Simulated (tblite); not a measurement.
C₂H₄N (SMILES CC#[NH+]), charge +1, singlet, at a GFN2-xTB geometry; GFN1-xTB (tblite 0.6.0).

Here is a job for tblite.
```
$ tblite run mol.xyz --method gfn1 --charge 1 --spin 0 --spin-polarized --json tblite.json --no-restart

# file mol.xyz
7

C      0.00334141     0.00125523    -1.23755640
C     -0.00040118    -0.00015071     0.14858327
N     -0.00350170    -0.00131545     1.29692576
H      0.00839961     1.03012222    -1.61351707
H      0.89303023    -0.51610608    -1.61269688
H     -0.88835179    -0.50910325    -1.61749951
H     -0.00620750    -0.00233191     2.29907192
```

Task: What does tblite print? Leave out banner, timings and long lists.

Result: 
```
xTB calculator
 | screened Coulomb repulsion
 | Coulomb electrostatics
 |  * isotropic Klopman-Ohno-Mataga-Nishimoto electrostatics
 |  * onsite third-order electrostatics
 | DFT-D3(BJ) dispersion correction
 | Interactions (1)
 | [1] spin polarization

halogen bonding energy    0.0000000000000E+00 Eh
repulsion energy          1.9661338755154E-01 Eh
dispersion energy        -1.3406154288191E-03 Eh
interaction energy        0.0000000000000E+00 Eh
number of electrons       1.6000000000000E+01 e
integral cutoff           1.9731147476801E+01 bohr

------------------------------------------------------------
  cycle        total energy    energy error   density error
------------------------------------------------------------
      1     -9.009733313721  -9.2050061E+00   4.1225842E-01
      2     -9.044166327989  -3.4433014E-02   2.3339578E-01
      3     -9.038970551223   5.1957768E-03   1.1779644E-01
      4     -9.052380126113  -1.3409575E-02   1.4032689E-02
      5     -9.052567481897  -1.8735578E-04   3.3251548E-03
      6     -9.052574096631  -6.6147343E-06   2.7447740E-04
      7     -9.052574249168  -1.5253707E-07   1.1572122E-04
      8     -9.052574273166  -2.3997938E-08   1.2175846E-05
------------------------------------------------------------

electronic energy        -9.2478470452892E+00 Eh
total energy             -9.0525742731664E+00 Eh

Post processing:
 | Mayer-Wiberg bond orders

[Info] JSON dump of results written to 'tblite.json'
```
